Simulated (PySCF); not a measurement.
Does the structure fit the spectrum?

A compound C$_{5}$H$_{10}$ClNSi$_{2}$ gives the data below (simulated from a calculation) and was assigned the structure `C=C[C@@]([SiH3])(C#N)[C@H]([SiH3])Cl`.

13C{1H} NMR (computed): δ 152.9 (C), 135.4 (CH2), 106.7 (CH), 89.0 (C), 25.6 (CH3).

1H NMR (300 MHz, computed): δ 6.15 (m, 1H), 6.06 (m, 1H), 5.17 (d, 1H), 4.88 (d, 1H), 2.25 (s, 1H), 2.21 (s, 3H), 0.13 (br s, 2H).

Calculated, not measured (PySCF 2.14.0 with density-fitted response routines): geometry from GFN2-xTB, σ from GIAO-PBE0/pcSseg-1. Relativity neglected, single conformer, in vacuum, rapidly exchanging positions averaged.

Chemical shifts δ = σref − σ; 1H and 13C against TMS, all at this level.

**Question.** Compare with the shifts computed for the proposed structure, pairing carbons in order of shift.

**Answer.** Atoms are numbered as in `[CH2:1]=[CH:2][C@@:3]([SiH3:4])([C:5]#[N:6])[C@H:7]([SiH3:8])[Cl:9]`. Each H is labelled by its parent atom.

```tsv
atom	computed for proposal	given list	difference
C2	142.5	152.9	-10.4
C5	124.8	135.4	-10.6
C1	123.4	106.7	+16.7
C7	51.4	89.0	-37.6
C3	32.9	25.6	+7.3
```

The rms difference is 19.8 ppm and the largest -37.6 ppm at C7 (sp3 CH bonded to Cl and Si). The carbon types in order of shift don't match either: CH, C, CH2, CH, C for the proposal against C, CH2, CH, C, CH3 in the data. The proposal doesn't fit.

**Question.** Which isomer fits?

**Answer.** `C(#C)[Si@](Cl)([SiH2]N)C(=C)C`.

Carbon types of the structure: 2 × C, 1 × CH, 1 × CH2, 1 × CH3, leaving 4 H on heteroatoms. δC 152.9: fully substituted alkene carbon; the olefinic region. δC 135.4: terminal =CH2 carbon; as expected for a trigonal carbon in a double bond. δC 106.7: terminal alkyne carbon. δC 89.0: alkyne carbon; sp carbons lie upfield of alkene carbons because the cylindrical π system leaves one tensor component strongly shielded.

Other isomers checked: C=C[C@@]([SiH3])(C#N)[C@@H]([SiH3])Cl (rms 19.9 ppm); CN[Si@H]1C=C[SiH2]C=C1Cl (rms 31.1 ppm).

The shifts were computed for this structure.

The OH or NH signal is concentration- and solvent-dependent in practice; the value given is the gas-phase one. Shifts are as computed. Against solution values, carbons near 30 ppm lie about +3 ppm off and those near 130 ppm about +5 ppm. Of 1309 compounds with measured shifts, 239 miss one by over three times the rms of a fit or turn the order of signals round; such compounds aren't used in these exercises. Multiplicities follow the n + 1 count of equivalent neighbours, as no J values were calculated; m marks all less simple cases, F and P coupling included.
